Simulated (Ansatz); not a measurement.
Consider the ligand exchange at the Si–C bond: `C=C(C)[SiH3]` + `[AsH3]` → `[SiH3][AsH2]` + `C=CC`.

Program: Ansatz. Geometries: PBE0-D4/def2-TZVP. ΔE: electronic, gas phase. CCSD(T)/CBS adds triple-zeta CCSD(T) − MP2 to the extrapolated MP2 energy (def2 sets, frozen cores). DFT in def2-TZVPP. B3LYP here is the variant with VWN-RPA as its local correlation; programs differ in this. HSE06 is defined as in plane-wave codes. For As outer-core shells are correlated without core-valence functions, which leaves a few kJ/mol of doubt a bond. Scalar relativity is left out up to krypton.

```json
{"level": "LDA (SPW92)", "ΔE (kJ/mol)": "-33.0", "difference from CCSD(T)/CBS": "0.2"}
{"level": "PBE-D4", "ΔE (kJ/mol)": "-36.8", "difference from CCSD(T)/CBS": "-3.6"}
{"level": "revPBE-D4", "ΔE (kJ/mol)": "-33.5", "difference from CCSD(T)/CBS": "-0.3"}
{"level": "r2SCAN-D4", "ΔE (kJ/mol)": "-35.0", "difference from CCSD(T)/CBS": "-1.8"}
{"level": "B97M-V", "ΔE (kJ/mol)": "-30.8", "difference from CCSD(T)/CBS": "2.4"}
{"level": "PBE0-D4", "ΔE (kJ/mol)": "-37.3", "difference from CCSD(T)/CBS": "-4.1"}
{"level": "B3LYP-D4", "ΔE (kJ/mol)": "-32.0", "difference from CCSD(T)/CBS": "1.2"}
{"level": "r2SCANh-D4", "ΔE (kJ/mol)": "-35.5", "difference from CCSD(T)/CBS": "-2.3"}
{"level": "r2SCAN0-D4", "ΔE (kJ/mol)": "-36.2", "difference from CCSD(T)/CBS": "-3.0"}
{"level": "HSE06-D4", "ΔE (kJ/mol)": "-37.5", "difference from CCSD(T)/CBS": "-4.3"}
{"level": "BHLYP-D4", "ΔE (kJ/mol)": "-32.7", "difference from CCSD(T)/CBS": "0.5"}
{"level": "CAM-B3LYP-D4", "ΔE (kJ/mol)": "-29.8", "difference from CCSD(T)/CBS": "3.4"}
{"level": "ωB97X-V", "ΔE (kJ/mol)": "-31.8", "difference from CCSD(T)/CBS": "1.4"}
{"level": "ωB97M-V", "ΔE (kJ/mol)": "-31.0", "difference from CCSD(T)/CBS": "2.2"}
{"level": "B2PLYP", "ΔE (kJ/mol)": "-33.7", "difference from CCSD(T)/CBS": "-0.5"}
{"level": "PBE-QIDH", "ΔE (kJ/mol)": "-35.9", "difference from CCSD(T)/CBS": "-2.7"}
{"level": "PBE", "ΔE (kJ/mol)": "-39.6", "difference from CCSD(T)/CBS": "-6.4"}
{"level": "revPBE", "ΔE (kJ/mol)": "-41.7", "difference from CCSD(T)/CBS": "-8.5"}
{"level": "BLYP", "ΔE (kJ/mol)": "-36.5", "difference from CCSD(T)/CBS": "-3.3"}
{"level": "PBE0", "ΔE (kJ/mol)": "-39.8", "difference from CCSD(T)/CBS": "-6.6"}
{"level": "B3LYP", "ΔE (kJ/mol)": "-36.3", "difference from CCSD(T)/CBS": "-3.1"}
{"level": "r2SCANh", "ΔE (kJ/mol)": "-36.5", "difference from CCSD(T)/CBS": "-3.3"}
{"level": "r2SCAN0", "ΔE (kJ/mol)": "-37.3", "difference from CCSD(T)/CBS": "-4.1"}
{"level": "CAM-B3LYP", "ΔE (kJ/mol)": "-32.3", "difference from CCSD(T)/CBS": "0.9"}
{"level": "LC-ωPBE", "ΔE (kJ/mol)": "-35.6", "difference from CCSD(T)/CBS": "-2.4"}
{"level": "HF/def2-SVP", "ΔE (kJ/mol)": "-32.3", "difference from CCSD(T)/CBS": "0.9"}
{"level": "MP2/def2-SVP", "ΔE (kJ/mol)": "-26.7", "difference from CCSD(T)/CBS": "6.5"}
{"level": "CCSD/def2-SVP", "ΔE (kJ/mol)": "-27.9", "difference from CCSD(T)/CBS": "5.3"}
{"level": "CCSD(T)/def2-SVP", "ΔE (kJ/mol)": "-26.5", "difference from CCSD(T)/CBS": "6.7"}
{"level": "HF/def2-TZVPP", "ΔE (kJ/mol)": "-34.4", "difference from CCSD(T)/CBS": "-1.2"}
{"level": "MP2/def2-TZVPP", "ΔE (kJ/mol)": "-30.8", "difference from CCSD(T)/CBS": "2.4"}
{"level": "SCS-MP2/def2-TZVPP", "ΔE (kJ/mol)": "-29.7", "difference from CCSD(T)/CBS": "3.5"}
{"level": "CCSD/def2-TZVPP", "ΔE (kJ/mol)": "-31.9", "difference from CCSD(T)/CBS": "1.3"}
{"level": "CCSD(T)/def2-TZVPP", "ΔE (kJ/mol)": "-30.9", "difference from CCSD(T)/CBS": "2.3"}
{"level": "HF/def2-QZVPP", "ΔE (kJ/mol)": "-33.8", "difference from CCSD(T)/CBS": "-0.6"}
{"level": "MP2/def2-QZVPP", "ΔE (kJ/mol)": "-31.9", "difference from CCSD(T)/CBS": "1.3"}
{"level": "SCS-MP2/def2-QZVPP", "ΔE (kJ/mol)": "-30.5", "difference from CCSD(T)/CBS": "2.7"}
{"level": "HF/CBS(def2)", "ΔE (kJ/mol)": "-33.7", "difference from CCSD(T)/CBS": "-0.5"}
{"level": "MP2/CBS(def2)", "ΔE (kJ/mol)": "-33.1", "difference from CCSD(T)/CBS": "0.1"}
{"level": "CCSD/CBS(def2)", "ΔE (kJ/mol)": "-34.2", "difference from CCSD(T)/CBS": "-1.0"}
{"level": "CCSD(T)/CBS", "ΔE (kJ/mol)": "-33.2", "difference from CCSD(T)/CBS": "0"}
```

Largest T1 diagnostic among the species: 0.011.

The D4 term adds +4.3 kJ/mol with B3LYP and +2.5 kJ/mol with PBE0; it sums over pairs of atoms, weighted by their polarisabilities, and B3LYP, whose exchange is more repulsive, gets the larger term. At CCSD(T), def2-SVP lies +6.7 kJ/mol from the extrapolated value and def2-TZVPP +2.3 kJ/mol. In def2-TZVPP, CCSD(T) changes the Hartree–Fock value by +3.5 kJ/mol (the triples alone add +1.0 kJ/mol) and MP2 by +3.7 kJ/mol.
